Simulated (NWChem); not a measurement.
System: dimethoxyethane (C4H10O2); SMILES O(C)CCOC

Here is an NWChem input.

```
start job
memory heap 200 mb stack 900 mb global 1100 mb
geometry units angstroms noautosym nocenter noautoz
  C     -2.716599    -0.149651     0.469698
  O     -1.413498     0.322061     0.351452
  C     -0.710495    -0.249702    -0.708040
  C      0.710495     0.249702    -0.708040
  O      1.413498    -0.322061     0.351452
  C      2.716599     0.149651     0.469698
  H     -3.320738     0.055524    -0.438113
  H     -3.187272     0.361463     1.321464
  H     -2.749887    -1.242211     0.655527
  H     -1.181846     0.005837    -1.681373
  H     -0.699891    -1.356683    -0.629672
  H      1.181846    -0.005837    -1.681373
  H      0.699891     1.356683    -0.629672
  H      3.320738    -0.055524    -0.438113
  H      2.749887     1.242211     0.655527
  H      3.187272    -0.361463     1.321464
end
basis spherical
  * library 6-31g*
end
dft
  xc pbe0
  iterations 150
end
cosmo
  do_cosmo_smd true
  solvent toluene
end
task dft energy
```

All runs use the structure optimised with PBE0/def2-SVP. Solvent: toluene.

Level: PBE0/6-31G* with SMD (1 M gas to 1 M solution), gas-phase geometry.

Task: What results follow from this input? (PBE0/6-31G* (spherical d), SMD on the gas-phase geometry.) Quantities: solvation free energy (kcal/mol); cavity-dispersion-structure term (kcal/mol); dipole in solution (D).

Result: 
```
Quantity                                     Value
-------------------------------------------  -----
solvation free energy (kcal/mol)              -3.4
cavity-dispersion-structure term (kcal/mol)   -1.3
dipole in solution (D)                        1.50
```
